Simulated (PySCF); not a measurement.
## NMR problem set

Method: shieldings: GIAO PBE0/pcSseg-1, geometry from GFN2-xTB, in PySCF 2.14 (one averaged value for each set of equivalent atoms, non-relativistic, isolated molecule, one conformer).

Scale: TMS for $^{1}$H (31.72 ppm) and $^{13}$C (186.93 ppm) (reference shieldings calculated alike). Splittings of carbon signals by F and P are missing where no couplings were computed. Where no couplings were computed, multiplicities follow the n + 1 count of equivalent neighbours, and m marks all less simple cases (inequivalent or close neighbours, rings, F or P nearby). Shifts are as computed. Against solution values, carbons near 30 ppm lie about +3 ppm off and those near 130 ppm about +5 ppm. Of 1211 compounds with measured shifts, 218 miss one by over three times the rms of a fit or turn the order of signals round; such compounds aren't used in these exercises.

(1) C$_{3}$H$_{15}$NSi$_{3}$. $^{1}$H NMR (400 MHz, computed): δ 5.01 (m, 1H), 4.81 (m, 1H), 4.14 (m, 1H), 3.39 (d, 3H), 2.66 (s, 6H), 0.30 (d, 3H). $^{13}$C{$^{1}$H} NMR (computed): δ 43.6 (CH3), -8.6 (CH3). Give a structure.

(2) C$_{8}$H$_{7}$N. $^{1}$H NMR (600 MHz, computed): δ 7.96 (d, 1H), 7.73 (m, 1H), 7.60 (m, 1H), 7.55 (m, 1H), 2.72 (s, 3H). $^{13}$C{$^{1}$H} NMR (computed): δ 150.2 (C), 140.7 (CH), 138.0 (CH), 135.0 (CH), 131.5 (CH), 123.6 (C), 117.5 (C), 24.1 (CH3). What is it?

(3) C$_{8}$H$_{6}$F$_{2}$. $^{1}$H NMR (400 MHz, computed): δ 7.78 (m, 1H), 7.35 (m, 1H), 7.35 (m, 1H), 7.34 (m, 1H), 6.29 (m, 1H), 5.85 (m, 1H). $^{13}$C{$^{1}$H} NMR (computed): δ 161.4, 157.9, 134.4, 133.0, 128.9, 123.6, 123.2, 121.0. Identify the compound.

Answers

(1) SMILES C[Si@@H]([SiH2]N(C)C)[SiH3]. Rings plus π bonds: 0. 2 carbon signals for 3 carbons: some carbons are equivalent by symmetry or fast rotation. Carbon types of the structure: 3 × CH3, leaving 6 H on heteroatoms. δC 43.6: methyl carbon bonded to N; pulled downfield by the heteroatom. δC -8.6: methyl carbon bonded to Si; an electropositive neighbour leaves it electron-rich and shielded. δH 2.66: hydrogen on a methyl carbon bonded to N; its carbon carries N, an electronegative neighbour. δH 0.30: hydrogen on a methyl carbon bonded to Si; an electropositive neighbour shields it, as in TMS itself.

The data come from this structure; uniqueness wasn't tested.

(2) `Cc1ccccc1C#N`. Rings plus π bonds: 6 (1 ring in the answer). 8 carbon signals for 8 carbons: no two carbons are equivalent. Carbon types of the structure: 3 × C, 4 × CH, 1 × CH3, which accounts for all hydrogens. δC 150.2, 117.5: substituted aromatic carbon. δC 140.7, 138.0, 135.0, 131.5: aromatic CH. δC 123.6: nitrile carbon; C≡N carbons fall here, among the sp2 signals but without a proton. δH 7.96, 7.73, 7.60, 7.55: hydrogen on an aromatic CH; aromatic region.

This is the structure that produced the data.

(3) `C=Cc1cccc(F)c1F`. Rings plus π bonds: 5 (1 ring in the answer). 8 carbon signals for 8 carbons: no two carbons are equivalent. Carbon types of the structure: 3 × C, 4 × CH, 1 × CH2, which accounts for all hydrogens. δC 161.4, 157.9: aromatic carbon bearing fluorine; an ipso carbon deshielded by its heteroatom. δC 134.4: alkene CH; the olefinic region. δC 128.9, 123.6, 123.2: aromatic CH. δC 121.0: terminal =CH2 carbon; the olefinic region.

This is the structure that produced the data.
